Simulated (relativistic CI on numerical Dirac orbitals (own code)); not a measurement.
**Os2+: N6,7 absorption edge**

Computed with this model: Dirac-Coulomb-Breit CI, orbitals from a KLI potential per configuration, a model potential for QED, valence Slater integrals scaled by 0.8, multiplet model of core-to-valence dipole absorption; configurations [Xe] 4f14 5d6 → [Xe] 4f13 5d7; 80 K; Lorentzian 0.3 eV and Gaussian 0.3 eV FWHM. Energies are those of the free ion, without screening or charge transfer. The branching ratio is the share of the lower-energy edge in the whole absorption, uncertain by about 0.02 where the edges overlap. S is read from ⟨S²⟩ = S(S + 1).

Field parameters in Wybourne normalisation: D4h B²₀ = −7Ds, B⁴₀ = 21(Dq − Dt), B⁴₄ = 21√(5/14) Dq. The field is a parameter set, without covalency.

Computed curve for D4h, 10Dq = 14100, Ds = -1500, Dt = -430 cm⁻¹, scaled to 100 at the maximum (points under 2 are left out and the grid is thinned):

(Energy (eV), Intensity): (47.5, 2.1), (47.7, 2.6), (47.9, 3.4), (48.1, 4.7), (48.3, 7.2), (48.4, 9.4), (48.6, 18.6), (48.8, 39.7), (49.0, 76.8), (49.2, 95.0), (49.4, 69.3), (49.6, 68.5), (49.8, 95.5), (50.0, 91.4), (50.2, 54.4), (50.3, 39.9), (50.5, 24.0), (50.7, 17.6), (50.9, 17.7), (51.1, 21.3), (51.3, 25.1), (51.5, 33.0), (51.7, 39.1), (51.9, 43.6), (52.1, 40.9), (52.2, 38.0), (52.4, 33.1), (52.6, 29.8), (52.8, 26.4), (53.0, 21.1), (53.2, 16.3), (53.4, 12.7), (53.6, 10.3), (53.8, 8.4), (54.0, 6.5), (54.1, 5.6), (54.3, 4.5), (54.5, 3.7), (54.7, 2.8), (54.9, 2.1)

The ground state has S = 0.47, and the centroid lies at 50.58 eV.
